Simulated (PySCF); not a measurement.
SbF₂Cl, SMILES [F][Sb]([F])[Cl].

Geometry: B3LYP-D3(BJ)/def2-SVP. The def2 effective core potentials stand for the cores of Sb; spin–orbit coupling is left out.

The numbers are results of PySCF 2.14.0 with B3LYP-D3(BJ)/def2-SVP, not measurements.

Frequencies are harmonic and unscaled.

| mode | ν (cm⁻¹) | IR (km/mol) | Raman (Å⁴/amu) | depolarisation | moving atoms (share of kinetic energy) |
|---|---|---|---|---|---|
| 1 | 149 | 1.6 | 1.7 | 0.75 | F 67 %, Cl 26 % |
| 2 | 172 | 8.6 | 1.6 | 0.68 | F 70 %, Cl 21 %, Sb 9 % |
| 3 | 212 | 14.1 | 1.2 | 0.67 | F 79 %, Sb 16 % |
| 4 | 372 | 60.8 | 12.0 | 0.35 | Cl 74 %, Sb 25 % |
| 5 | 636 | 72.9 | 5.8 | 0.75 | F 85 %, Sb 15 % |
| 6 | 643 | 63.5 | 8.4 | 0.07 | F 87 %, Sb 13 % |
